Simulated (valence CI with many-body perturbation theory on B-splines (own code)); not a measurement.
Sn37+: calculated level list

Computed by configuration interaction combined with many-body perturbation theory (CI+MBPT): three valence electrons over a frozen Dirac-Fock core [Ne], radial functions for each j: 9 s, 9 p, 8 d, 6 f, 3 g, 1 h, with the one-electron correlation potential Σ1 (screened to all orders), the two-electron term Σ2, the three-electron term Σ3, Breit, model QED; selected single and double excitations, second order for the rest, scaled by the run's own slope (own B-spline code, finite nucleus).

The last digits are not significant, and no measured levels were compared; by estimate large intervals hold to a few tenths of a per cent, small ones and those within an open d or f shell to about a per cent.

Levels 1 to 33 of 33, with energies above the lowest level, (3s^2 3p1/2) J=1/2. "Leading %" is the weight of the configuration and term that name the level; weights of strongly mixed levels are sums over their largest components and can fall short, so below about 35 % the name and the second component can differ from the true leading terms, or belong to a minority configuration. In the jj column 3d3/2^4 stands for four electrons in 3d with j = 3/2. Lifetimes count E1, E2, E3, M1 and M2 decay at the calculated energies, and are blank where another channel may lead or the interval is too uncertain; long ones can be off by a factor of two.

```tsv
No.	Configuration	Term	J	E (cm⁻¹)	Leading %	g	Lifetime	Leading jj
1	3s2 3p	2P°	1/2	0	99	0.659		3s^2 3p1/2 (99 %)
2	3s2 3p	2P°	3/2	464420	98	1.329	1.11 μs	3s^2 3p3/2 (98 %)
3	3s 3p2	4P	1/2	722400	71	2.367	127 ps	3s 3p1/2^2 (92 %)
4	3s 3p2	4P	3/2	1067800	94	1.680	1.24 ns	3s 3p1/2 3p3/2 (98 %)
5	3s 3p2	4P	5/2	1146700	50	1.396	261 ps	3s 3p1/2 3p3/2 (93 %)
6	3s 3p2	2D	3/2	1260400	66	0.912	16.5 ps	3s 3p1/2 3p3/2 (82 %)
7	3s 3p2	2P	1/2	1328100	71	1.160	4.33 ps	3s 3p1/2 3p3/2 (89 %)
8	3s 3p2	4P	5/2	1542400	41	1.360	42.6 ns	3s 3p3/2^2 (69 %)
9	3s2 3d	2D	3/2	1594200	81	0.868	3.34 ps	3s^2 3d3/2 (81 %)
10	3s2 3d	2D	5/2	1741300	66	1.229	6.26 ps	3s^2 3d5/2 (66 %)
11	3s 3p2	2S	1/2	1796000	69	1.793	6.18 ps	3s 3p3/2^2 (95 %)
12	3s 3p2	2P	3/2	1835300	66	1.186	3.17 ps	3s 3p3/2^2 (90 %)
13	3p3	2P°	3/2	2008500	34	1.245	12.6 ps	3p1/2^2 3p3/2 (80 %)
14	3s 3p 3d	4F°	3/2	2118300	81	0.521	48.2 ps	3s 3p1/2 3d3/2 (91 %)
15	3s 3p 3d	4F°	5/2	2166500	57	1.062	175 ps	3s 3p1/2 3d3/2 (86 %)
16	3s 3p 3d	4P°	5/2	2282500	27	1.287	18.8 ps	3s 3p1/2 3d5/2 (86 %)
17	3s 3p 3d	4D°	1/2	2295300	73	0.326	4.21 ps	3s 3p1/2 3d3/2 (92 %)
18	3s 3p 3d	4D°	3/2	2298800	50	1.335	4.61 ps	3s 3p1/2 3d3/2 (72 %)
19	3s 3p 3d	4F°	7/2	2323600	64	1.258	30.0 ps	3s 3p1/2 3d5/2 (87 %)
20	3p3	4S°	3/2	2344700	43	1.357	6.55 ps	3p1/2 3p3/2^2 (51 %)
21	3s 3p 3d	4P°	5/2	2364500	26	1.244	12.4 ps	3s 3p1/2 3d5/2 (71 %)
22	3s 3p 3d	2F°	5/2	2507600	54	1.009	7.51 ps	3p1/2 3p3/2^2 (43 %)
23	3p3	2P°	1/2	2544300	83	0.662	5.84 ps	3p1/2 3p3/2^2 (83 %)
24	3p3	2D°	3/2	2566600	34	1.100	3.35 ps	3p1/2 3p3/2^2 (43 %)
25	3s 3p 3d	4F°	9/2	2661500	100	1.329	1.48 μs	3s 3p3/2 3d5/2 (100 %)
26	3s 3p 3d	4P°	3/2	2662700	44	1.396	5.43 ps	3s 3p3/2 3d3/2 (96 %)
27	3s 3p 3d	4D°	5/2	2662800	57	1.299	4.42 ps	3s 3p3/2 3d3/2 (83 %)
28	3s 3p 3d	4P°	1/2	2667400	88	2.363	5.99 ps	3s 3p3/2 3d3/2 (97 %)
29	3s 3p 3d	4D°	7/2	2674200	60	1.336	6.30 ps	3s 3p3/2 3d3/2 (59 %)
30	3s 3p 3d	2D°	3/2	2762500	36	1.206	9.70 ps	3s 3p3/2 3d5/2 (75 %)
31	3s 3p 3d	2D°	5/2	2783800	50	1.322	7.58 ps	3s 3p3/2 3d5/2 (92 %)
32	3s 3p 3d	2D°	3/2	2834700	52	1.069	2.84 ps	3s 3p3/2 3d3/2 (64 %)
33	3s 3p 3d	2F°	7/2	2860300	93	1.155	7.52 ps	3s 3p3/2 3d5/2 (72 %)
```

The ionisation energy to 3s2 1S_0 of the next ion comes out as 2524 eV (NIST: 2499 ± 11 eV (semi-empirical), further off than twice its uncertainty). All 33 levels together are meant to be complete up to 2895100 cm⁻¹.
